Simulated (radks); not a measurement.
Question: These are the eigenvalues of the occupied orbitals of an atom or ion with whole-number occupations (eV). Method: scalar-relativistic Kohn-Sham, LDA (Slater exchange, VWN5 correlation), spin-polarised, spherical densities, finite nucleus; Fermi nuclear charge, rms radius of each element as measured or else 0.836 A^(1/3) + 0.57 fm; computed with a radial shooting solver on a logarithmic mesh with Libxc functionals.

orbital  eigenvalue
1s        -1253.428
2s         -79.3049
2p         -46.7338
3s          -4.7808

Which element is it, and in what charge state? The configuration may be excited. Open shells, if any, are filled with parallel spins first.

Answer: Z = 12, magnesium, charge 0: Mg in [Ne] 3s2. The list shows which subshells hold electrons but not how many an open one holds; the 1s level, -46.063 hartree, gives Z - s = 9.6 by -(Z - s)^2/2, which with screening and relativity narrows Z to a few neighbours, and the depths of the outer levels then fix element, charge and occupations together.
